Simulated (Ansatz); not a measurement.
```yaml
crystal:
  periodic: [false, false, false]
  atoms:
    - {symbol: O, position_ang: [-0.684349, 2.878798, 1.100309]}
    - {symbol: Al, position_ang: [-0.313526, 1.322021, 0.561063]}
    - {symbol: Si, position_ang: [0.170898, -0.922073, 1.398948]}
    - {symbol: N, position_ang: [0.332063, -1.404739, -0.248217]}
    - {symbol: Sn, position_ang: [0.054608, 0.018715, -1.734778]}
    - {symbol: H, position_ang: [-0.840958, 3.643058, 0.548627]}
    - {symbol: H, position_ang: [1.405851, -1.098537, 2.224750]}
    - {symbol: H, position_ang: [-0.912952, -1.626112, 2.152467]}
    - {symbol: H, position_ang: [0.556813, -2.358439, -0.496291]}
    - {symbol: H, position_ang: [1.478650, 0.047922, -2.701548]}
    - {symbol: H, position_ang: [-1.181898, -0.557513, -2.784732]}
basis:
  gaussian: {orbitals: def2-mTZVP, fitting: {mean_field: def2-universal-jkfit}}
total_charge: -1
magnetization: {spin_polarized: false, initial_magnetization: 1}
hamiltonian: {xc: {name: r2SCAN50}, pseudopotentials: {relativity: scalar}}
scf: {lower_state_search: light}
output: {forces: true}
```

```sh
$ ansatz run in.yaml --threads 4 --pin off --events-out ev --progress --plain --max-ram 10444MiB
```

Shortened log:

```
Functional definition: r2SCAN50
736 factors; integrals over basis functions are off by at most 8.8e-1 eV
mean field evaluation 1: about -23962.0352 eV, gradient 4.7e1 eV
mean field evaluation 2: about -23962.0358 eV, gradient 4.7e1 eV
mean field evaluation 4: about -23967.4546 eV, gradient 7.2e0 eV
mean field evaluation 8: about -23967.6117 eV, gradient 6.3e-2 eV
mean field evaluation 16: about -23967.6132 eV, gradient 4.5e-5 eV
mean field -23967.61316649 eV, -880.7935380368 hartree, gradient 4.6e-5 eV, S^2 0.750000; 6 other end points of the search recorded, 0 dependent functions left out
reference -23967.61318092 eV, -880.7935385672 hartree; 36, 35 occupied and 105, 106 virtual orbitals, 736 factors
Total energy: -23967.61318092 eV, -880.7935385672 hartree
Relativity: scalar
Atom 0 at    -0.684349     2.878798     1.100309 Å, force    -0.346986     1.499019     0.199425 eV/Å
Atom 1 at    -0.313526     1.322021     0.561063 Å, force     0.222402    -0.912139    -0.496584 eV/Å
Atom 2 at     0.170898    -0.922073     1.398948 Å, force    -0.259476     1.218529    -0.562400 eV/Å
Atom 3 at     0.332063    -1.404739    -0.248217 Å, force     0.250780    -1.069246    -0.240932 eV/Å
Atom 4 at     0.054608     0.018715    -1.734778 Å, force    -0.190872     0.655820     1.341453 eV/Å
Atom 5 at    -0.840958     3.643058     0.548627 Å, force     0.121429    -0.564696     0.224482 eV/Å
Atom 6 at     1.405851    -1.098537     2.224750 Å, force    -0.059178    -0.348234     0.033947 eV/Å
Atom 7 at    -0.912952    -1.626112     2.152467 Å, force     0.201733    -0.288782     0.042061 eV/Å
Atom 8 at     0.556813    -2.358439    -0.496291 Å, force    -0.068185     0.284804     0.106509 eV/Å
Atom 9 at     1.478650     0.047922    -2.701548 Å, force     0.109561    -0.227288    -0.322658 eV/Å
Atom 10 at    -1.181898    -0.557513    -2.784732 Å, force     0.018792    -0.247786    -0.325304 eV/Å
Dipole moment:     0.047762    -0.099266    -0.804639 e Å
```

Hardware: 4 threads of an Arm Neoverse V1 on a shared host. Wall time 13 s, peak host memory 0.5 GiB.
